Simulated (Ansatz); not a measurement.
# Correcting a cheap level on molecular compounds of N

The atomisation energy (no zero-point term) in kJ/mol of 8 molecular compounds of N: x at r2SCAN-D4/def2-TZVPP, y at CCSD(T)/CBS estimate. Shapes, held fixed at every level: PBE0-D4/def2-TZVP. Flexible molecules stand in one conformer, not always the lowest. Programs: Ansatz 0.2.0.

| molecule | x (kJ/mol) | y (kJ/mol) |
| --- | --- | --- |
| B2NH5 (SMILES BNB) | 2924 | 2900 |
| C3H7N (N-methylethenamine) | 4292 | ? |
| CH10BNSi2 (SMILES BN(C)[SiH2][SiH3]) | 5102 | 5097 |
| CH9B2NSi (SMILES BN(B)[SiH2]C) | 5112 | 5087 |
| C2H10BNSi (SMILES BN[SiH](C)C) | 5587 | 5573 |
| C4H12ClNSi (SMILES CC(C)N(C)[SiH2]Cl) | 7133 | 7132 |
| C7H23NSi3 (SMILES C[SiH](C)N([SiH](C)C)[Si](C)(C)C) | 13012 | 12999 |
| C9H25NSi2 (SMILES C[SiH](C)N(C(C)(C)C)[Si](C)(C)C) | 14395 | 14378 |

Question: Fit y = c + s·x to the known rows and predict y for C3H7N.

Answer: 
1. Means of the 7 rows: x = 7609.29, y = 7595.1.
2. Σ(Δx)² = 114026547, Σ(Δx·Δy) = 114057159, so the slope is 114057159/114026547 = 1.0003.
3. Intercept: 7595.1 − (1.0003) × 7609.29 = -16.5. The largest residual of the fit is 13.
4. C3H7N: -16.5 + 1.0003 × 4292 = 4277 kJ/mol.

CCSD(T)/CBS estimate gives 4280 kJ/mol, so the prediction is off by -3 kJ/mol, within the largest residual. Uncorrected, r2SCAN-D4/def2-TZVPP misses C3H7N by +12 kJ/mol, and the other rows by 14 on average. The line removes about 75 % of this miss. Left out in turn, the other rows are missed by 9 kJ/mol on average. The CBS estimate extrapolates MP2 from def2-TZVPP and def2-QZVPP and adds CCSD(T) − MP2 in the triple-zeta set, cores frozen.
